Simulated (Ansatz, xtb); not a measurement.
## Ranking isomers of C5H6N2

4 gas-phase structures of C5H6N2, from a drawn sample of its isomers (lower ones may exist). Each was relaxed with GFN2-xTB; where two conformers were screened, the lower at r2SCAN-D4/def2-SVP is listed:

A. `CCC(C#N)C#N`, a singlet
B. `CC(C)(C#N)C#N`, a singlet
C. `N#CCCCC#N`, a singlet
D. `C[C@@H](C#N)CC#N`, a singlet

Problem. Make a reasoned guess at their ranking by r2SCAN-D4/def2-SVP single-point energy.

Solution. Calculated order at r2SCAN-D4/def2-SVP: C (0.000), D (0.066), B (0.280), A (0.313) eV. Less than 1 kcal/mol parts B and A, so the order within that pair means little.

Energies above the lowest of each column, in eV; the last columns are at PBE-D3(BJ)/def2-SVP geometries:

```
structure  GFN2-xTB  HF/STO-3G  r2SCAN-D4/def2-SVP  PBE-D3(BJ)/def2-SVP  CCSD(T)/def2-SVP + ΔMP2/def2-TZVPP
        C     0.000      0.000               0.000                0.000                               0.000
        D     0.028      0.035               0.066                0.073                               0.044
        B     0.095      0.171               0.280                0.294                               0.190
        A     0.142      0.195               0.313                0.290                               0.265
```

Every level run on C puts it lowest or level with the lowest. Flexible structures stand in one conformer each, not always the lowest. ΔMP2 is the change of the MP2 energy from the smaller to the larger basis.

Over these structures GFN2-xTB departs from r2SCAN-D4/def2-SVP by 0.079 eV on average once a common shift is removed. A GFN2-xTB relaxation took about 0.059 s and the r2SCAN-D4/def2-SVP energy about 2.4 s on a shared host (Ansatz 0.2.0, xtb 6.7.1).
